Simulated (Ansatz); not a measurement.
Stepwise reaction of `[NH2][Cd][NH2]` with hydrogen sulfide, as a gas-phase model of exchange steps in deposition or etching. ΔE in kJ/mol; ΔG adds harmonic PBE0-D4 terms to CCSD(T)/CBS, at 1 bar.

Program: Ansatz. Geometries: PBE0-D4/def2-TZVP. ΔE: electronic, gas phase. CCSD(T)/CBS is the MP2 limit (def2-TZVPP, def2-QZVPP) plus CCSD(T) − MP2 in def2-TZVPP, frozen cores. This one scheme is used for every species. Functionals use def2-TZVPP. B3LYP here is the variant with VWN-RPA as its local correlation; programs differ in this. def2 core potentials past Kr. For Cd outer-core shells are correlated without core-valence functions, which leaves a few kJ/mol of doubt a bond. One conformer a species, not always the lowest.

| step | reaction | PBE-D4 | B3LYP-D4 | ωB97M-V | CCSD(T)/CBS | ΔG(600 K) |
| --- | --- | --- | --- | --- | --- | --- |
| 1 | `[NH2][Cd][NH2]` + H₂S → `[NH2][Cd][SH]` + NH₃ | -101.0 | -102.6 | -104.7 | -104.5 | -97.7 |

(1) Give the row of step 2, `[NH2][Cd][SH]` + H₂S → `[SH][Cd][SH]` + NH₃. (Estimate.)

(2) By hand: ΔE of the 2 steps together at CCSD(T)/CBS.

## Answers

(1) Ansatz gave: 
```json
{"step": "2", "reaction": "`[NH2][Cd][SH]` + H₂S → `[SH][Cd][SH]` + NH₃", "PBE-D4": "-100.3", "B3LYP-D4": "-102.4", "ωB97M-V": "-104.1", "CCSD(T)/CBS": "-104.0", "ΔG(600 K)": "-90.1"}
```

(2) (-104.5) + (-104.0) = -208.5 kJ/mol, or -104.2 kJ/mol a step.

In ΔE the steps differ by no more than 0.5 kJ/mol. All are downhill at CCSD(T)/CBS. ΔG lies between -97.7 and -90.1 kJ/mol a step. PBE-D4 differs from CCSD(T)/CBS by 3.5 to 3.7 kJ/mol a step. Isolated molecules leave out the surface, adducts and barriers. Largest T1 diagnostic: 0.014.
